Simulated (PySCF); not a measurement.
# Static response to an electric field

C₅H₂F₅N.
Numbering: `[CH2:1]=[C:2]([C:3]#[N:4])[C:5]([F:6])([F:7])[C:8]([F:9])([F:10])[F:11]` (hydrogens: H12, H13 on C1)

Cartesian coordinates in Å at the GFN2-xTB level; atoms count from 1:
```xyz
13
C5H2F5N angstrom
C      1.6315   -0.7090    0.6943
C      0.7066    0.2221    0.4785
C      1.0270    1.5888    0.2671
N      1.2971    2.6882    0.1067
C     -0.7691   -0.1122    0.4176
F     -1.5289    0.8122    1.0439
F     -1.0333   -1.2954    1.0180
C     -1.2462   -0.2213   -1.0605
F     -0.5228   -1.1462   -1.7008
F     -1.0817    0.9323   -1.7047
F     -2.5230   -0.5680   -1.1522
H      2.6766   -0.4525    0.7149
H      1.3617   -1.7384    0.8595
```

Level: PBE0/def2-SVPD (PySCF), static field, nuclei fixed, core orbitals frozen in the response. The polarisability tensor in these axes (au):

```
x   67.47 -1.03  3.68
y   -1.03 79.85 -4.50
z    3.68 -4.50 52.97
```

Question: Diagonalise the tensor; give its mean and Δα, where Δα² is half the sum of the squared differences of the eigenvalues.

Answer: Principal values 51.48, 68.03 and 80.79 au; mean 66.76 au = 9.89 Å³ = 11.01 × 10⁻⁴⁰ C²·m²/J; Δα = 25.45 au (38 % of the mean).

Question: What is the dipole moment, and where does it point?

Answer: (1.65, -3.29, 0.83) D, 3.77 D in size, pointing from the negative to the positive side. Measured along this direction, the outermost atoms are N4 and F10 at the negative end and H13 at the positive end.

Question: Find the Langevin capture rate constant for NH4+ (18.034 u) meeting this molecule (171.011 u), k = 2.342 × 10⁻⁹ cm³/s × √(α in Å³ / reduced mass in u).

Answer: The reduced mass is 16.31 u, so k = 1.82 × 10⁻⁹ cm³/s. The formula leaves out the permanent dipole, which adds to the capture rate.

Question: What molar refraction does this α imply?

Answer: Lorentz–Lorenz: R = (4π/3)N_A α = 2.5225 cm³/(mol·Å³) × 9.89 Å³ = 25.0 cm³/mol, in the limit of long wavelengths.

Question: Give the eigenvalues of the traceless quadrupole moment Θ = ½Σq(3rr − r²1), origin at the centre of nuclear charge.

Answer: -15.52, 0.21, 15.30 D·Å. The values depend on the origin, since the dipole doesn't vanish. The electronic extent ⟨r²⟩ about the same centre is 1392 bohr², a root-mean-square distance of 2.15 Å for the 84 electrons.

Question: Along which axes do the principal values lie, and how far do the nuclei extend along each?

Answer: Largest value along (-0.12, 0.98, -0.17), where the nuclei span 4.46 Å; middle along (0.97, 0.16, 0.19), 5.41 Å; least along (-0.21, 0.15, 0.97), 3.15 Å. The strongest response doesn't lie along the longest of the three spans.

Question: In a dilute gas of rigid molecules at 500 K, how does the orientational term μ²/3kT compare with the electronic polarisability?

Answer: In Gaussian units μ²/3kT = 68.73 Å³ against 9.89 Å³, a ratio of 6.95; the Debye molar polarisation (4π/3)N_A(α + μ²/3kT) is 198.3 cm³/mol, leaving out the vibrational part.

Isolated species at its GFN2-xTB geometry (one conformer only).
